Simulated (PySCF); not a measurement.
# Sn: excitation energy

Sn [Kr] 4d10 5s2 5p2 (3P) → Sn [Kr] 4d10 5s1 5p3 (5S), as a difference of total energies. All numbers are calculated (PySCF 2.14, scalar relativity through the core potential, in aug-cc-pV5Z-PP with ECP28MDF (8s8p6d4f3g2h, 139 functions)). Correlated levels: valence: 4s2 4p6 4d10 frozen. The calculations carry no spin-orbit coupling.

```tsv
method	excitation energy (eV)	error (eV)
UHF	2.964	-1.643
LDA	5.440	+0.833
PBE	5.188	+0.581
PBE0	4.775	+0.168
r2SCAN	4.565	-0.042
M06-L	5.436	+0.829
M06	5.864	+1.257
MN15	5.197	+0.590
MP2 (valence)	3.821	-0.786
SCS-MP2 (valence)	4.199	-0.408
```

Reference: 4.607 eV (measured; NIST levels, between the centres of gravity of the two terms).
